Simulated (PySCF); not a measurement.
**Magnetic susceptibility: `FC(F)(F)O[c+]1cc1Cl`, [C$_{4}$HClF$_{3}$O]+, charge +1**

Molfile (atoms numbered from 1):
```
C4HClF3O
     RDKit          3D

 10 10  0  0  0  0  0  0  0  0999 V2000
   -1.6645    0.9895   -0.9852 F   0  0  0  0  0  0  0  0  0  0  0  0
   -1.7258   -0.1511   -0.3324 C   0  0  0  0  0  0  0  0  0  0  0  0
   -1.9666    0.1003    0.9362 F   0  0  0  0  0  0  0  0  0  0  0  0
   -2.6313   -0.9285   -0.8349 F   0  0  0  0  0  0  0  0  0  0  0  0
   -0.4759   -0.8274   -0.4470 O   0  0  0  0  0  0  0  0  0  0  0  0
    0.5892   -0.2617   -0.0303 C   0  0  0  0  0  0  0  0  0  0  0  0
    1.2705    0.7942    0.5446 C   0  0  0  0  0  0  0  0  0  0  0  0
    1.9912   -0.3337    0.1512 C   0  0  0  0  0  0  0  0  0  0  0  0
    3.3685   -1.1522   -0.0045 Cl  0  0  0  0  0  0  0  0  0  0  0  0
    1.2536    1.7754    0.9798 H   0  0  0  0  0  0  0  0  0  0  0  0
  1  2  1  0
  2  3  1  0
  2  4  1  0
  2  5  1  0
  5  6  1  0
  6  7  1  0
  7  8  2  0
  8  9  1  0
  8  6  1  0
  7 10  1  0
M  CHG  1   6   1
M  END
```

Computed with PySCF, GIAO PBE/pcseg-1 magnetisability, rotational g tensor and spin-rotation constants, non-relativistic, gas phase. Geometry: GFN2-xTB.

For an ion the centre-of-mass motion in the field is neglected.

(1) What are the magnetisability and the molar susceptibility?

(2) Split it along the inertial axes a, b, c into diamagnetic and paramagnetic parts about the centre of mass, with the quadrupole moment.

(3) And the rotational g tensor?

Answers

(1) Isotropic -1073 × 10⁻³⁰ J/T², or -64.6 × 10⁻⁶ cm³/mol; principal values -1284, -1001, -935 × 10⁻³⁰ J/T², anisotropy 321 × 10⁻³⁰ J/T² (root of half the summed squared differences of the principal values). The susceptibility is in cgs units.

(2) 
```
axis  χ (10⁻⁶ cm³/mol)  diamagnetic (10⁻⁶ cm³/mol)  paramagnetic (10⁻⁶ cm³/mol)  summed x² of all electrons (Å²)  quadrupole Θ (D Å)
   a             -59.0                      -354.8                        295.8                            386.3              +19.19
   b             -57.6                     -1772.0                       1714.5                             52.2               -4.54
   c             -77.3                     -1860.3                       1782.9                             31.4              -14.65
```
Anisotropies 2χaa − χbb − χcc = +16.9 and 2χbb − χaa − χcc = +21.2 × 10⁻⁶ cm³/mol. Θ is traceless in Buckingham's convention.

(3) 
```tsv
axis	rotational constant (GHz)	g	nuclear part	electronic part
a	4.0359	-0.0511	0.5097	-0.5608
b	0.6096	-0.0041	0.4869	-0.4910
c	0.5827	+0.0031	0.4912	-0.4881
```
Asymmetric top; isotopes 12C, 35Cl, 19F, 1H, 16O; no vibrational averaging.
